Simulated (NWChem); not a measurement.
Species: SiCl₃ cation

```xyz
4

Cl     1.3883     1.3883     0.0000
Si     0.0000     0.0000     0.0000
Cl     0.5082    -1.8965     0.0000
Cl    -1.8965     0.5082     0.0000
```
Atoms are numbered in this order, from 1.

Computed with NWChem. Pople sets run with spherical d functions. All runs use the structure optimised with PBE0/def2-SVP. Atomic charges in e: unrestrained fits to the electrostatic potential beside Mulliken populations; the two definitions need not agree.

For level B3LYP/def2-SVP:

| Property | Result |
|---|---|
| ESP Si2 | 0.58 |
| Mulliken Si2 | 0.80 |

### Question
Estimate the same quantities for level Hartree-Fock/6-31G*.

### Answer
| Quantity | Value |
|---|---|
| ESP Si2 | 0.87 |
| Mulliken Si2 | 0.99 |
